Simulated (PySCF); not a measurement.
Problem. Write Cartesian coordinates for `NC(=O)[SiH2][AsH2]` as optimised with PBE0-D3(BJ)/def2-SVP.

Solution. 
```xyz
11
CH6AsNOSi angstrom
N     -2.1559   -0.4241    0.1085
C     -0.9066   -0.5045   -0.4095
O     -0.5781   -1.3584   -1.2136
Si     0.4299    0.7903    0.1350
As     2.3952   -0.1663   -0.7470
H     -2.4215    0.2907    0.7702
H     -2.8547   -1.0935   -0.1978
H      0.1361    2.1054   -0.5163
H      0.3982    1.0074    1.6174
H      3.2899    0.6456    0.1924
H      2.3020   -1.3211    0.2441
```

Orientation and origin are arbitrary. Atoms count from 1 in this order. Si4 (SiH2 silicon) is distorted tetrahedral (angles from 101.5° to 116.5°). As5 (arsenic bonded to Si and 2 H) is pyramidal (angles 92.4°, 92.2° and 90.8°, sum 275.4°, 0.95 Å off the plane of its three neighbours). N1 (nitrogen bound to a carbonyl carbon) is planar (angles 122.4°, 118.9° and 118.7°, sum 360.0°, 0.01 Å off the plane of its three neighbours).

Bonds between heavy atoms (Å): N1–C2 1.355, C2=O3 1.218, C2–Si4 1.939, Si4–As5 2.357.

Level of theory: PBE0-D3(BJ)/def2-SVP geometry optimisation, gas phase (PySCF 2.14.0).

Point group: C1 (no symmetry element, even within 0.4 Å). No PBE0-D3(BJ)/def2-SVP frequencies stand behind this structure, so it isn't proved a minimum. The numbers are those of one conformer (N1–C2–Si4–As5 169°, C2–Si4–As5–H -160° and -68°).
